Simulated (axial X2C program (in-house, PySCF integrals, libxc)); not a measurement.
## Curves of FeCl⁺ from open-shell CI on d6 s0 p(π)0

Calculated with an in-house all-electron X2C program for linear molecules (integrals from PySCF): two-component X2C with atomic mean-field Coulomb and Gaunt terms, basis Fe dyall-v3z, Cl dyall-v3z (cores contracted in-house). Orbitals come from Hartree–Fock averaged over the configuration Fe d6 s0 p(π)0; CI then distributes these electrons over the d, s, p(π) shells of Fe. The speed of light was multiplied by 100, so these are model numbers.

Scan along the bond; masses Fe 55.935 u, Cl 34.969 u. Energies in cm⁻¹ from the lowest point; levels are followed by energy order within each Ω. Lowest level at 2.141 Å: 100% d6.

```
R (Å)  (1)Ω=4  (1)Ω=3  (1)Ω=2  (1)Ω=1  (1)Ω=0  (2)Ω=0  (2)Ω=3
1.991    2302    2302    2302    2302    2302    2302    5127
2.066     572     572     572     572     572     572    3175
2.141       0       0       0       0       0       0    2404
2.227     391     391     391     391     391     391    2591
2.312    1564    1564    1564    1564    1564    1564    3585
2.409    3548    3548    3548    3548    3548    3548    5386
2.526    6510    6510    6510    6510    6510    6510    8153
```

Fit the curves (1)Ω=4, (1)Ω=3, (1)Ω=2, (1)Ω=1, (1)Ω=0, (2)Ω=0, (2)Ω=3 near their minima.

From the open-shell CI curves, Te from the lowest:

| level | Te (cm⁻¹) | Re (Å) | ωe (cm⁻¹) |
| --- | --- | --- | --- |
| (1)Ω=4 | 0 | 2.150 | 480.2 |
| (1)Ω=3 | 0 | 2.150 | 480.2 |
| (1)Ω=2 | 0 | 2.150 | 480.2 |
| (1)Ω=1 | 0 | 2.150 | 480.2 |
| (1)Ω=0 | 0 | 2.150 | 480.2 |
| (2)Ω=0 | 0 | 2.150 | 480.2 |
| (2)Ω=3 | 2361 | 2.167 | 469.6 |

Without dynamic correlation distances can be off by several hundredths of an Å (long for ionic bonds, short for multiple bonds) and the wavenumbers are rough.

The 7 lowest curves are shown; the next is (2)Ω=2, from 2404 cm⁻¹.

Dynamic correlation is missing, so gaps between terms are too wide and other configurations may lie lower; the lowest level listed is that of this model, not necessarily the ground state. For d shells the ligand-field splittings (σ, π, δ) and their order can be off by a thousand cm⁻¹ or more. At most 4 roots were kept for each Ω > 0 (twice that for Ω = 0) within 3.2 eV of the lowest, so higher up levels can be missing between those listed; levels with Ω > 0 are doubly degenerate and listed once, Ω = 0 levels singly. States that fill the shells left empty in the average are placed too high.
